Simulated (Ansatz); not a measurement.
`[OH][Ge]([F])([Cl])[GeH3]` + HCl → `[OH][Ge]([F])([Cl])[Cl]` + GeH₄ at 500 K and 1 bar (cleavage of the Ge–Ge bond).

Isolated molecules relaxed with PBE0-D4/def2-TZVP in Ansatz; ΔE leaves out vibrations. CBS: MP2 limit from def2 TZ/QZ plus the TZ coupled-cluster correction, frozen cores. This one scheme is used for every species. For Ge outer-core shells are correlated without core-valence functions, which leaves a few kJ/mol of doubt a bond. Scalar relativity is left out up to krypton. One conformer a species, not always the lowest.

| species | CCSD(T)/CBS energy (Eh) | H − E (kJ/mol) | S (J/(mol·K)) |
| --- | --- | --- | --- |
| `[OH][Ge]([F])([Cl])[GeH3]` | -4789.49370 | 163.0 | 478.0 |
| HCl | -460.38127 | 32.5 | 201.9 |
| `[OH][Ge]([F])([Cl])[Cl]` | -3171.38906 | 92.6 | 415.7 |
| GeH₄ | -2078.49493 | 99.4 | 244.6 |

H − E and S are ideal-gas, rigid-rotor, harmonic terms from PBE0-D4/def2-TZVP, for one conformer and one mirror image of each species. 1 Eh = 2625.50 kJ/mol, R = 8.31446 J/(mol·K).

Problem. By hand: ΔE, ΔH, ΔS and ΔG.

Solution. ΔE = (-3171.38906) + (-2078.49493) − (-4789.49370) − (-460.38127) = -0.00902 Eh = -23.7 kJ/mol. Δ(H − E) = 92.6 + 99.4 − 163.0 − 32.5 = -3.5, so ΔH = -27.2 kJ/mol. ΔS = 415.7 + 244.6 − 478.0 − 201.9 = -19.6 J/(mol·K). ΔG = -27.2 − 500 × (-19.6)/1000 = -17.4 kJ/mol.

Problem. By hand: the equilibrium constant, and the temperature at which ΔG would vanish if ΔH and ΔS stayed fixed.

Solution. log₁₀ K = −ΔG/(RT ln 10) = 1.8. ΔG = 0 at ΔH/ΔS = 1388 K, though so small a ΔS makes that figure unsure.

TΔS isn't small against ΔH here. A doubt of 5 kJ/mol in ΔE shifts log₁₀ K by 0.5 here. Other conformers and mirror images would add mixing entropy, several J/(mol·K) or more a flexible species. These are equilibria of isolated gas molecules and say nothing of rates. Largest T1 diagnostic: 0.012 (customary marks: 0.02 for closed shells, 0.045 for open ones).
